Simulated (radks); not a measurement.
The numbers below are computed, except where a source is named.
Problem. Au+, configuration [Xe] 4f14 5d10. Code: a radial shooting solver on a logarithmic mesh with Libxc functionals. Model: Dirac Kohn-Sham, BLYP, spin-unpolarised, spherical densities, point nucleus. Some entries of the table are withheld. Estimate them.

| orbital | occ. | eigenvalue (eV) | <1/r> (bohr^-1) | <r^2> (bohr^2) |
|---|---|---|---|---|
| 1s1/2 | 2 | -80672.75 | 95.84 | 0.0003930 |
| 2s1/2 | 2 | -14229.13 | 23.55 | 0.005935 |
| 2p1/2 | 2 | -13643.72 | (1) | (2) |
| 2p3/2 | 4 | -11807.27 | (3) | (4) |
| 3s1/2 | 2 | -3364.277 | 8.640 | 0.03855 |
| 3p1/2 | 2 | -3101.466 | 8.550 | 0.03516 |
| 3p3/2 | 4 | -2696.231 | 7.416 | 0.04159 |
| 3d3/2 | 4 | -2260.578 | 7.314 | (5) |
| 3d5/2 | 6 | -2173.497 | 7.056 | (6) |
| 4s1/2 | 2 | -736.5271 | 3.655 | 0.1871 |
| 4p1/2 | 2 | -624.5218 | (7) | 0.1909 |
| 4p3/2 | 4 | -527.3036 | (8) | 0.2236 |
| 4d3/2 | 4 | -344.2540 | 2.948 | 0.2363 |
| 4d5/2 | 6 | -326.1562 | 2.857 | 0.2480 |
| 5s1/2 | 2 | -116.6308 | 1.478 | 0.9663 |
| 4f5/2 | 6 | -91.4142 | 2.480 | 0.2976 |
| 4f7/2 | 8 | -87.6029 | 2.445 | 0.3062 |
| 5p1/2 | 2 | -80.3405 | 1.350 | (9) |
| 5p3/2 | 4 | -63.8240 | 1.203 | (10) |
| 5d3/2 | 4 | -16.2158 | 0.8609 | 2.829 |
| 5d5/2 | 6 | -14.6506 | 0.8219 | 3.112 |

Solution. 
(1) 2p1/2 <1/r> (bohr^-1): 23.49
(2) 2p1/2 <r^2> (bohr^2): 0.004201
(3) 2p3/2 <1/r> (bohr^-1): 19.14
(4) 2p3/2 <r^2> (bohr^2): 0.005389
(5) 3d3/2 <r^2> (bohr^2): 0.03189
(6) 3d5/2 <r^2> (bohr^2): 0.03364
(7) 4p1/2 <1/r> (bohr^-1): 3.545
(8) 4p3/2 <1/r> (bohr^-1): 3.151
(9) 5p1/2 <r^2> (bohr^2): 1.140
(10) 5p3/2 <r^2> (bohr^2): 1.380
